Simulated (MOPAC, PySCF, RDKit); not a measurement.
Complex: ethylamine (SMILES CCN) (first 10 atoms) with NH3 (SMILES N); geometry from B3LYP-D3(BJ)/def2-TZVP, rigid monomers moved along the line of their centres of mass till N3···H14 is 2.52 Å.
(charge 0, multiplicity 1):
```xyz
14

C      1.34113     0.26814     0.35676
C     -0.11201     0.67681     0.17571
N     -1.00936    -0.37288     0.67884
H      2.00873     1.04835    -0.01299
H      1.55868     0.09405     1.41078
H      1.56050    -0.64679    -0.20127
H     -0.29812     0.92389    -0.87877
H     -0.30934     1.58159     0.75546
H     -1.97988    -0.11734     0.53728
H     -0.85528    -1.23901     0.17366
N      0.00765    -0.21400     4.02648
H      0.27947    -1.10603     4.42431
H     -0.68183     0.19049     4.64997
H     -0.45032    -0.40223     3.13406
```

Counterpoise-corrected where a basis set is named; no monomer relaxation. Rows marked so take none. RDKit's UFF carries no charges.

Rows in 3-21G carry no dispersion term and start afresh at each structure. The state that AM1, PM6 reach isn't checked.

Run with MOPAC for AM1, PM6 (differences of heats of formation); PySCF for 3-21G rows; RDKit for the force fields. Values without a source in brackets are computed.

Q: One of these levels gives -3.2 kJ/mol for the interaction energy. Which one is it?
(A) B3LYP/3-21G (no counterpoise)
(B) PM6
(C) AM1
(D) UFF

A: C, AM1. The others give -1.0 (UFF), -10.1 (PM6), -30.6 (B3LYP/3-21G (no counterpoise))
